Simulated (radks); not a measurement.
Results of a calculation; reference values are marked as such.
Question: These are the eigenvalues of the occupied orbitals of an atom or ion with whole-number occupations (hartree). Code: a radial shooting solver on a logarithmic mesh with Libxc functionals. Model: non-relativistic Kohn-Sham, PBE, spin-polarised, spherical densities, point nucleus.

1s down: -2300.476
1s up: -2300.475
2s up: -396.5440
2s down: -396.5354
2p up: -380.7950
2p down: -380.7902
3s up: -108.3712
3s down: -108.1619
3p up: -101.1223
3p down: -100.9332
3d up: -87.60517
3d down: -87.47113
4s up: -38.69350
4s down: -38.43062
4p up: -35.62404
4p down: -35.36170
4d up: -30.04742
4d down: -29.78172
4f up: -22.82110

Which element is it, and in what charge state? The configuration may be excited. Open shells, if any, are filled with parallel spins first.

Answer: Z = 73, tantalum, charge +22: Ta22+ in [Kr] 4d10 4f5. The list shows which subshells hold electrons but not how many an open one holds; the 1s level, -2300.5 hartree, gives Z - s = 67.8 by -(Z - s)^2/2, which with screening narrows Z to a few neighbours, and the depths of the outer levels then fix element, charge and occupations together.
